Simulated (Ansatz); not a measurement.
HfB12 was relaxed with PBE-D4 (def2-SVP) in Ansatz in these states: neutral quintet, neutral singlet, neutral triplet. The geometries follow in no particular order.

In the def2 sets Hf takes a core potential; there is no spin–orbit coupling.

A:

```xyz
13

Hf    1.037   -0.778    0.378
B    -1.171   -1.514    0.272
B    -1.106   -0.818    1.674
B     1.282   -0.042   -2.064
B     0.920    1.138   -1.032
B    -0.407    0.093   -1.668
B     0.737    1.206    2.025
B    -0.794    0.928    1.220
B    -0.762    1.097   -0.416
B    -0.736   -1.676   -1.227
B    -0.172    0.085    2.584
B     0.435   -1.324   -2.224
B     0.737    1.606    0.478
```

B:

```xyz
13

Hf   -0.849    0.913   -0.353
B     1.344    0.545   -1.331
B     1.590    1.504   -0.095
B    -1.879   -1.365   -0.758
B    -1.153   -1.272    0.664
B    -0.157   -1.503   -0.777
B    -0.172    1.307    2.056
B     1.072    0.422    1.247
B     0.591   -1.021    0.611
B     0.365   -0.422   -2.117
B     0.854    2.106    1.172
B    -1.116   -0.983   -2.079
B    -0.489   -0.232    1.759
```

C:

```xyz
13

Hf    0.883   -0.049    0.931
B    -1.028   -1.505    0.822
B    -1.477   -0.124    1.520
B     1.953   -0.657   -1.340
B     0.995    0.632   -1.363
B     0.229   -0.957   -1.327
B    -0.243    2.329    1.000
B    -1.280    1.127    0.265
B    -0.718    0.382   -1.088
B     0.101   -2.201   -0.056
B    -1.056    1.352    1.957
B     1.480   -2.097   -0.854
B     0.162    1.768   -0.466
```

Question: Judge from the bond lengths which geometry belongs to which state (an estimate).

Answer: A is the neutral singlet (Hf1–B12 2.726 Å, Hf1–B6 2.650 Å, Hf1–B9 2.716 Å); B is the neutral triplet (Hf1–B12 2.578 Å, Hf1–B6 2.548 Å, Hf1–B9 2.597 Å); C is the neutral quintet (Hf1–B12 2.782 Å, Hf1–B6 2.521 Å, Hf1–B9 2.613 Å).

The restricted singlet is unstable towards broken spin symmetry in Hartree–Fock (as tested in another run); at PBE-D4/def2-SVP this wasn't settled. At PBE0-D4/def2-TZVP a singlet lies 0.06 eV below the neutral triplet. At PBE0-D4/def2-TZVP a singlet lies 1.83 eV below the neutral quintet. These are the stationary points nearest to one start from a short search; other shapes may lie lower in each state.
